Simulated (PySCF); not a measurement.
AlFH₂Se₂. Atoms are numbered in the order given.

```xyz
6

Al     0.0000     0.0000    -0.6496
F      0.0000     0.0000    -2.3124
Se     0.0000    -2.0583     0.3798
H      0.0000    -1.4421     1.7164
Se     0.0000     2.0583     0.3798
H      0.0000     1.4421     1.7164
```

The structure is a stationary point at PBE0-D3(BJ)/def2-SVP. Other conformers were not sampled.

Computed with PySCF with IEF-PCM-B3LYP/def2-SVP.

The values are the electrostatic part of the solvation free energy, E(continuum) − E(gas) at the gas-phase geometry, in a cavity of scaled van der Waals radii (PySCF's table); cavitation and dispersion terms are not included. A continuum can't describe solvent molecules that bind to the metal. In vacuum the orbital gap is 6.07 eV. The dipole moment in vacuum is 2.16 D.

Computed values in water (ε = 78.36), cyclohexanone (ε = 15.62), ethanol (ε = 24.85):
```tsv
solvent	ε	ΔG(elec) (kcal/mol)	dipole (D)	gap (eV)
water	78.36	-6.9	2.80	6.19
cyclohexanone	15.62	-6.2	2.73	6.18
ethanol	24.85	-6.5	2.76	6.18
```
